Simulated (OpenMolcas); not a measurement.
# Fe2+: moving the ligands

Fe2+ with 6 ligands (chloride) in octahedral coordination (Oh) at 2.54 Å. A charge of +0.667 e stands 3.2 Å behind each ligand. Ligand basis ANO-RCC-VDZP.
```
Fe    0.0000    0.0000    0.0000
Cl    2.5400    0.0000    0.0000
Cl    0.0000    2.5400    0.0000
Cl   -2.5400    0.0000    0.0000
Cl    0.0000   -2.5400    0.0000
Cl    0.0000    0.0000    2.5400
Cl    0.0000    0.0000   -2.5400
```

```yaml
Program: OpenMolcas 26.06
Method: CASSCF
Basis: ANO-RCC-VDZP [5s4p2d1f]
Scalar_Hamiltonian: DKH2, point nucleus
Active_space: 6 electrons in 5 orbitals (3d)
State_averaging: 2S+1 = 5 even, 5 roots; 2S+1 = 3 even, 45 roots; 2S+1 = 1 even, 50 roots
Spin-orbit_coupling: state interaction with AMFI integrals over the reference wave functions
```

Runs around this geometry, states (labels of O, the rotations of Oh). Energies in cm-1 above the lowest state or level, χT in cm3 K/mol; under a threefold ground state the first gap can be a small split of the lowest multiplet, not the spin-orbit step; 10Dq and B are least-squares fits to the states below 45000 cm-1, weighted by degeneracy, with a free offset, and given where the rms deviation is under 5 % of |10Dq| (or 100 cm-1) and under 700 cm-1.

```csv
R (Å),Ground state,First state of that spin,10Dq,B (rms of fit),First gap with spin-orbit (degeneracies),χT at 300 K,First state of another spin
2.5,5T2,5E 4398,4340,1128 (48),"187.1 (3, 2)",4.195,3T1 18990
2.54,5T2,5E 3960,3899,1132 (45),"185.4 (3, 2)",4.222,3T1 19400
2.64,5T2,5E 3052,2993,1140 (40),"180.1 (3, 2)",4.300,3T1 20197
```

Taking |10Dq| as R^-n, n = -ln(2993 / 4340) / ln(2.64 / 2.5) = 6.8 between the shortest and longest distance. The point-charge formula for a cubic d site gives n = 5.

An orbital triplet at a regular site is open to Jahn-Teller coupling, which can distort the site and quench the lowest spin-orbit gaps and is left out. Without dynamic correlation the repulsion within the d shell is too large (B by tens of per cent), so at a given field states of lower spin stand too high. Ligand-to-metal charge-transfer states are missing. With no ligand orbital active B as a rule stays too high, so bands that hang on it stand too high and its fall with covalency is understated. With metal d orbitals alone and no dynamic correlation the field as a rule comes out too small, by tens of per cent, by up to half for chloride and softer ligands, and with too little covalency χT stands high. No measured value stands beside these numbers; the geometry was imposed, not optimised, and the real ion may take another.
